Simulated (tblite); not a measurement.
Compound: CH9ClO2Si3.
Bonds: Si1–O2, O2–C3, C3–Si4, Si4–O5, O5–Si6, Si6–Cl7. Hydrogens: H8, H9, H10 on Si1; H11, H12 on C3; H13, H14 on Si4; H15, H16 on Si6.

Computed with GFN2-xTB (tblite), gas phase: L-BFGS steps from a force-field or distance-geometry start until the largest atomic force falls under 0.01 eV/Å.

Step 63: E = -675.2043 eV
```
atom  x, y, z in Å  |  force x, y, z in eV/Å
Si1     1.4511   -1.6197    1.3024    0.055  -0.017  -0.008
O2      0.6654   -0.8571    0.1090   -0.054  -0.005   0.044
C3      1.1521    0.1017   -0.8047    0.023  -0.031   0.009
Si4    -0.3595    0.5821   -1.8586   -0.022  -0.002  -0.008
O5     -1.5346    1.0583   -0.8442    0.003   0.006   0.028
Si6    -2.1847    1.0556    0.6404    0.033  -0.010   0.013
Cl7    -0.8249    1.6676    1.9721   -0.022  -0.008  -0.005
H8      0.3347   -2.3372    1.8979   -0.001   0.008  -0.012
H9      2.1122   -0.6738    2.2073   -0.026  -0.012  -0.009
H10     2.4840   -2.5115    0.7523   -0.029   0.037   0.013
H11     1.5700    0.9502   -0.2539   -0.009   0.024   0.016
H12     1.9710   -0.3280   -1.3862    0.023  -0.023  -0.050
H13    -0.0842    1.7443   -2.6969   -0.014   0.011  -0.004
H14    -0.8972   -0.5870   -2.5450    0.030  -0.011  -0.023
H15    -2.6274   -0.2906    0.9728    0.031   0.025  -0.005
H16    -3.2356    2.0541    0.5238   -0.021   0.008   0.000
```

Step 64: E = -675.2049 eV
```
atom  x, y, z in Å  |  force x, y, z in eV/Å
Si1     1.4470   -1.6193    1.3016    0.029   0.001  -0.009
O2      0.6612   -0.8556    0.1084   -0.036   0.010   0.042
C3      1.1516    0.1026   -0.8052    0.020  -0.037   0.007
Si4    -0.3601    0.5790   -1.8620    0.004   0.002   0.015
O5     -1.5300    1.0564   -0.8422    0.004  -0.002  -0.004
Si6    -2.1787    1.0540    0.6419   -0.003  -0.003   0.027
Cl7    -0.8233    1.6680    1.9751   -0.002  -0.001   0.006
H8      0.3306   -2.3370    1.8975    0.003   0.007  -0.017
H9      2.1054   -0.6726    2.2066   -0.018  -0.005   0.001
H10     2.4811   -2.5066    0.7505   -0.015   0.018   0.006
H11     1.5675    0.9538   -0.2561   -0.024   0.005   0.021
H12     1.9737   -0.3275   -1.3818    0.015  -0.026  -0.055
H13    -0.0864    1.7431   -2.6969   -0.012   0.021  -0.017
H14    -0.8939   -0.5897   -2.5522    0.022  -0.008  -0.012
H15    -2.6218   -0.2910    0.9767    0.030   0.014  -0.007
H16    -3.2314    2.0516    0.5266   -0.015   0.003  -0.003
```

Problem. Estimate the geometry and energy of step 65. (The exact step hangs on the optimiser's Hessian estimate; all steps are aligned on step 64, rigid shifts and turns removed.)

Solution. E = -675.2052 eV, largest force 0.043 eV/Å
```
atom  x, y, z in Å  |  force x, y, z in eV/Å
Si1     1.4448   -1.6192    1.3013   -0.001   0.013  -0.006
O2      0.6580   -0.8550    0.1085   -0.010   0.022   0.026
C3      1.1512    0.1027   -0.8051    0.013  -0.026   0.004
Si4    -0.3607    0.5778   -1.8640    0.022   0.002   0.020
O5     -1.5288    1.0567   -0.8428   -0.006  -0.006   0.007
Si6    -2.1749    1.0531    0.6431   -0.014   0.014   0.008
Cl7    -0.8193    1.6674    1.9753    0.001   0.002   0.007
H8      0.3282   -2.3368    1.8973    0.005   0.006  -0.018
H9      2.1004   -0.6719    2.2067   -0.010   0.002   0.009
H10     2.4792   -2.5044    0.7510    0.000   0.003  -0.004
H11     1.5650    0.9560   -0.2558   -0.032  -0.019   0.013
H12     1.9754   -0.3263   -1.3809   -0.004  -0.024  -0.036
H13    -0.0875    1.7426   -2.6984   -0.013   0.017  -0.016
H14    -0.8909   -0.5916   -2.5563    0.019  -0.001  -0.004
H15    -2.6170   -0.2914    0.9785    0.028   0.002  -0.006
H16    -3.2305    2.0493    0.5301    0.001  -0.007  -0.004
```

The energy changes by -0.0003 eV. The first-order estimate −F·Δx gives -0.0005 eV and the mean of the old and new forces, exact on a quadratic surface, -0.0003 eV. The step makes an angle of 74° with the force vector and moves no atom by more than 0.005 Å.

What follows is the cost of the whole relaxation. The run took 1.0 s of wall time on one thread of an Arm Neoverse V2, no GPU, shared host.
